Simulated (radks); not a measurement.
Question: The mean radii <r> (bohr) of the occupied orbitals of an atom or ion are listed with their occupations. Method: scalar-relativistic Kohn-Sham, LDA (Slater exchange, Perdew-Wang correlation), spin-polarised, spherical densities, point nucleus; computed with a radial shooting solver on a logarithmic mesh with Libxc functionals.

| orbital | occ. | <r> |
|---|---|---|
| 1s down | 1 | 0.07320 |
| 1s up | 1 | 0.07320 |
| 2s down | 1 | 0.3446 |
| 2s up | 1 | 0.3446 |
| 2p down | 3 | 0.3082 |
| 2p up | 3 | 0.3082 |
| 3s up | 1 | 1.057 |
| 3s down | 1 | 1.057 |
| 3p up | 3 | 1.130 |
| 3p down | 3 | 1.130 |
| 6f up | 1 | 15.08 |

Name the element and its charge. Open shells, if any, are filled with parallel spins first.

Answer: Z = 21, scandium, charge +2: Sc2+ in [Ar] 6f1. The 1s radius gives Z: for a bare nucleus <r> = (2 gamma + 1)/(2Z) with gamma = sqrt(1 - (Z/c)^2), 0.07087 bohr for Z = 21, and screening makes it slightly larger (0.07320 here). The occupations add up to 19, and the charge is Z minus that.
